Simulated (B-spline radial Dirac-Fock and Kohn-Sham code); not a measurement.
**What relativity does to the binding energies of Ag³⁸⁺**

System: the Ag³⁸⁺ ion in the configuration [He] 2s2 2p5.

Both columns are ΔSCF binding energies of the configuration average from an atomic code on a B-spline grid: non-relativistic Hartree-Fock with a point nucleus, and Dirac-Fock with a finite nucleus and the Coulomb interaction alone, averaged over the two j levels with weights 2j+1.

| shell | Hartree-Fock (eV) | Dirac-Fock (eV) | shift (eV) | shift (%) |
| --- | --- | --- | --- | --- |
| 1s | 27373.3 | 28205.2 | +831.86 | +3.04 |
| 2s | 5944.6 | 6171.4 | +226.76 | +3.81 |
| 2p | 5738.5 | 5820.9 | +82.42 | +1.44 |

Relativity binds 1s, 2s, 2p more strongly, among those listed most of all 2s in relative terms.

Values without a named source are computed, but for edge energies of neutral atoms, which are taken from tables.
